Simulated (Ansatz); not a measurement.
K2Bi⁻, relaxed as a singlet with RKS PBE-D4/def2-TZVPD in Ansatz, starting from the GFN2-xTB geometry. Force threshold 0.02 eV/Å.

In the def2 sets Bi takes a core potential; there is no spin–orbit coupling. The highest occupied level of the charge -1 singlet lies above zero (up to 0.77 eV). The electron is either unbound and held by the finite basis, or the level is raised by self-interaction error. The structure comes from a short search, and lower isomers may exist.

Start:

```xyz
3

K     0.840   -0.061   -0.250
K    -0.523   -2.948    1.479
Bi   -0.317    3.009   -1.229
```

Problem. Estimate the energy that the relaxation releases and the steps that it takes.

Solution. 125.3 kJ/mol, in 20 steps; 26 s on 4 threads of Arm Neoverse V1 on a shared host. The force fell under the threshold at step 19, but the optimiser went on. No frequencies were taken in this run, so the end may be a saddle point.

Problem. Does the start keep its bonding and symmetry?

Solution. Bonds formed: K2–Bi3 (atoms count from 1). The end is the same structure that another start reached, the lowest one found. Point group Cs at the start, C2v at the end, both within 0.05 Å.

Problem. Predict the relaxed structure.

Solution. 
Cartesian coordinates in Å:
```
K 2.194 0.534 -0.961
K -1.244 -1.750 1.187
Bi -0.950 1.216 -0.226
```
Bond lengths (bridged metal pairs left out): 2 × Bi–K 3.30 Å; 1 × K–K 4.65 Å.
